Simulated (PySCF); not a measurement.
Ligands exchanged one at a time, Si OH-H. Isolated molecules, 0 K electronic values unless said otherwise. One relaxed conformer stands for each flexible species; it need not be the lowest. Strings in code marks are SMILES.

The S1–T1 gap (TDA) from two functionals at the same geometries (PBE0-D3(BJ)/def2-TZVP), both in PySCF: PBE-D3(BJ)/def2-TZVP and ωB97X-D3(BJ)/def2-TZVP. Excitations are Tamm–Dancoff values on a coarser integration grid. The basis has no diffuse functions, so Rydberg states are missing or too high.

```json
[
 {"species": "0 of 4 OH replaced by H (`O[Si](O)(O)O`)", "PBE-D3(BJ)/def2-TZVP (eV)": "0.20"},
 {"species": "2 of 4 OH replaced by H", "PBE-D3(BJ)/def2-TZVP (eV)": "0.30"},
 {"species": "3 of 4 OH replaced by H (`[SiH3]O`)", "PBE-D3(BJ)/def2-TZVP (eV)": "0.35"}
]
```

Question: What does ωB97X-D3(BJ)/def2-TZVP give for each?

Answer: 
- 0 of 4 OH replaced by H (`O[Si](O)(O)O`): 0.41
- 2 of 4 OH replaced by H: 0.40
- 3 of 4 OH replaced by H (`[SiH3]O`): 0.38
Over these rows, drawn at random from the members with no instability flagged (it was tested for open shells, ions and some series alone), PBE minus ωB97X-D3(BJ): mean -0.11 eV, from -0.21 eV to -0.03 eV.
